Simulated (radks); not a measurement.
The numbers below are computed, except where a source is named.
How relativity changes the ionisation of the arsenic ion As3+ ([Ar] 3d10 4s2) to As4+ ([Ar] 3d10 4s1). Spin-unpolarised spherical Kohn-Sham, PBE, point nucleus unless stated (finite: rms radius 4.0968 fm), a radial shooting solver on a logarithmic mesh with Libxc functionals. A level marked "c x" has the speed of light scaled by that factor.

\begin{tabular}{lrrrrr}
level & E(As3+) (hartree) & E(As4+) (hartree) & IE (eV) & HOMO & <r> HOMO (bohr) \\ \hline
non-rel. & -2233.45645 & -2231.62336 & 49.881 & 4s & 1.769 \\
scalar-rel. & -2258.79374 & -2256.93248 & 50.648 & 4s & 1.743 \\
scalar-rel., finite nucleus & -2258.77876 & -2256.91751 & 50.647 & 4s & 1.743 \\
Dirac & -2258.91475 & -2257.05350 & 50.647 & 4s1/2 & 1.743 \\
Dirac, finite nucleus & -2258.89975 & -2257.03851 & 50.647 & 4s1/2 & 1.743 \\
Dirac, c x 0.75 & -2279.77619 & -2277.89155 & 51.284 & 4s1/2 & 1.723 \\
Dirac, c x 2 & -2239.68532 & -2237.84538 & 50.067 & 4s1/2 & 1.762 \\
Dirac, c x 3 & -2236.21402 & -2234.37791 & 49.963 & 4s1/2 & 1.766 \\
\end{tabular}

NIST Atomic Spectra Database: 50.2 eV (measured). The relativistic part of the total energy of As3+ is -25.44 hartree (Dirac, finite nucleus), 1.1 % of the non-relativistic value. Spin polarisation and multiplet splitting of open shells are left out at every level.

Beside tabulated values, note that spin-unpolarised runs miss the spin-polarisation part of the exchange energy of open shells.
